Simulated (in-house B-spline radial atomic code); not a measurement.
## Ionising Ni2+ with different functionals

Computed with a radial B-spline atomic code at the basis-set limit: four-component Dirac-Coulomb Hamiltonian, Fermi nucleus of rms radius 3.7757 fm, spin-restricted, spherical fractional occupations for the functionals. The ionisation energy is the difference of two self-consistent energies, [Ar] 3d8 → [Ar] 3d7, without Breit or QED terms; ε is the level of the shell that loses the electron (mean over j). The electron is taken from both j subshells in proportion to 2j + 1, so the result is a j average, not the step between ground levels.

Hybrids are left out here: with spherical fractional occupations of an open shell their exact exchange keeps a self-interaction that integer-occupation calculations don't have.

```csv
method,rung,ΔSCF (eV),-ε(3d) (eV)
LDA VWN5,LDA,37.81,28.71
relativistic LDA,LDA,37.82,28.73
LDA PW92,LDA,37.80,28.71
LDA exchange-only,LDA,36.12,27.12
PBE,GGA,37.47,28.36
PBEsol,GGA,37.44,28.34
BLYP,GGA,37.47,28.39
RPBE,GGA,37.36,28.25
PW91,GGA,37.58,28.47
BP86,GGA,37.54,28.45
AM05,GGA,37.45,28.35
OLYP,GGA,37.58,28.40
```

Problem. How do they compare with the NIST value?

Solution. NIST lists 35.19 eV ± 0.019 (measured, ground level to ground level). Errors run from +0.94 to +2.64 eV. The correlated functionals all miss on the same side by more than they spread, so the cause is common to them (Breit-QED terms, spin polarisation, the choice among j levels, multiplet and fine-structure energies, or a listed next ion that isn't the cheapest removal here) and closeness doesn't rank the functionals.
